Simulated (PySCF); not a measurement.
Vertical excitations of a molecule C2H8GeO from TDA-PBE/def2-SVPD (PySCF 2.14.0), as energy in eV (oscillator strength): 6.07 (0.044), 6.62 (0.004), 6.85 (0.012), 7.11 (0.027), 7.25 (0.023), 7.46 (0.005), 7.50 (0.000), 7.81 (0.017), 7.83 (0.050), 7.87 (0.055). Lowest triplet (TDA): 5.81 eV. Coordinates come from a B3LYP-D3(BJ)/def2-SVP optimisation. One conformer was computed; it need not be the lowest.

**Question.** Which structure fits?
A. OC[CH2][GeH3]
B. [CH3][GeH]([CH3])[OH]
C. CC[O][GeH3]
D. C[CH2][GeH2][OH]

**Answer.** B, [CH3][GeH]([CH3])[OH]
